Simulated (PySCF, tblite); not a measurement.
Compound: meta-cyanophenol, C7H5NO.
Atom-mapped SMILES: `[N:1]#[C:2][c:3]1[cH:4][cH:5][cH:6][c:7]([OH:8])[cH:9]1` (hydrogens: H10 on C4; H11 on C5; H12 on C6; H13 on O8; H14 on C9)

The geometry is computed with GFN2-xTB (gas phase).

Q: List the bond lengths, angles and torsions at this level.

A: 
```
  bond  length (Å)
 N1≡C2       1.146
 C2–C3       1.414
 C3–C4       1.393
 C4–C5       1.384
 C5–C6       1.382
 C6–C7       1.395
 C7–O8       1.355
 C7–C9       1.388
 C3–C9       1.394
C4–H10       1.079
C5–H11       1.079
C6–H12       1.078
O8–H13       0.965
C9–H14       1.082
```

A selection of angles:
```
    angle  degrees
 N1–C2–C3    179.9
 C2–C3–C4    119.8
 C2–C3–C9    119.5
 C4–C3–C9    120.6
 C3–C4–C5    119.1
 C4–C5–C6    120.7
 C5–C6–C7    120.2
 C6–C7–O8    118.0
 C6–C7–C9    119.7
 O8–C7–C9    122.2
 C3–C9–C7    119.6
H13–O8–C7    110.4
```

Torsions: H13–O8–C7–C6 180° (antiperiplanar).

The C–C distances run from 1.382 Å (C5–C6, aromatic) to 1.414 Å (C2–C3, drawn single), a spread of 0.032 Å. The 6-membered ring C3–C4–C5–C6–C7–C9 has internal angles of 119.1° to 120.7° (sum 720°, against 720° for a flat polygon); it is planar, 0.00 Å rms from its mean plane, widest ring torsion 0°. The 9 heavy atoms lie in one plane (0.002 Å rms). Of the pairs four or more bonds apart, H13···H14 is among the closest relative to their van der Waals radii: 2.30 Å, 96 % of the sum of Bondi's values.

Point group: Cs (every atom within 0.08 Å of its image). Its GFN2-xTB frequencies are all real (lowest 127 cm⁻¹). The numbers are those of one conformer (C6–C7–O8–H 180°). 2 starts were optimised and ended at 0.00 and 0.19 kcal/mol (GFN2-xTB); the lowest of these is shown.
